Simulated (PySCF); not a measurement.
Compound: C₃H₅BN₂Si.
Numbering: `[N:1]#[C:2][B:3]([C:4]#[N:5])[CH2:6][SiH3:7]` (hydrogens: H8, H9 on C6; H10, H11, H12 on Si7)

A GFN2-xTB structure with every atom displaced at random (by about 0.01 Å) was refined with PySCF 2.14.0, PBE0-D3(BJ)/def2-SVP geometry optimisation, gas phase. Values at the start:

```json
{"coordinate": "N1≡C2", "start": "1.140 Å"}
{"coordinate": "C2–B3", "start": "1.516 Å"}
{"coordinate": "B3–C6", "start": "1.523 Å"}
{"coordinate": "C4≡N5", "start": "1.116 Å"}
{"coordinate": "C6–Si7", "start": "1.926 Å"}
{"coordinate": "C6–H8", "start": "1.082 Å"}
{"coordinate": "Si7–H10", "start": "1.457 Å"}
{"coordinate": "N1–C2–B3", "start": "178.6°"}
{"coordinate": "C2–B3–C4", "start": "116.8°"}
{"coordinate": "C2–B3–C6", "start": "121.8°"}
{"coordinate": "B3–C4–N5", "start": "176.7°"}
{"coordinate": "B3–C6–Si7", "start": "106.8°"}
```

**Question.** How do these coordinates change at the PBE0-D3(BJ)/def2-SVP level?

**Answer.** 
| coordinate | PBE0-D3(BJ)/def2-SVP (Å or °) | change |
| --- | --- | --- |
| C4≡N5 | 1.160 | +0.044 |
| Si7–H10 | 1.490 | +0.033 |
| C2–B3 | 1.542 | +0.026 |
| N1≡C2 | 1.160 | +0.020 |
| C6–H8 | 1.101 | +0.019 |
| B3–C6 | 1.531 | +0.008 |
| C6–Si7 | 1.920 | -0.006 |
| B3–C4–N5 | 178.4 | +1.7 |
| C2–B3–C4 | 117.3 | +0.5 |
| B3–C6–Si7 | 107.4 | +0.6 |
| C2–B3–C6 | 121.4 | -0.4 |
| N1–C2–B3 | 178.7 | +0.1 |

The energy falls by 5.2 kcal/mol over 7 energy and gradient evaluations, the largest force component goes from 0.0975 to 2.9e-04 Eh/bohr, and the atoms move by 0.031 Å rms after alignment. The bond that changes most is C4≡N5 (cyano carbon to cyano nitrogen), which lengthens by 0.044 Å. Bonds longer at the end by more than 0.005 Å: 8 of 11; shorter: 3. Rotational constants go from 2279, 1616, 1060 to 2233, 1605, 1046 MHz.

The run used 127 basis functions and 47 SCF cycles in all.

Not checked by PBE0-D3(BJ)/def2-SVP frequencies. One conformer, not necessarily the lowest.

Shape of the structure used: `[N:1]#[C:2][B:3]([C:4]#[N:5])[CH2:6][SiH3:7]`: C2–B3–C6–Si7 -89°.
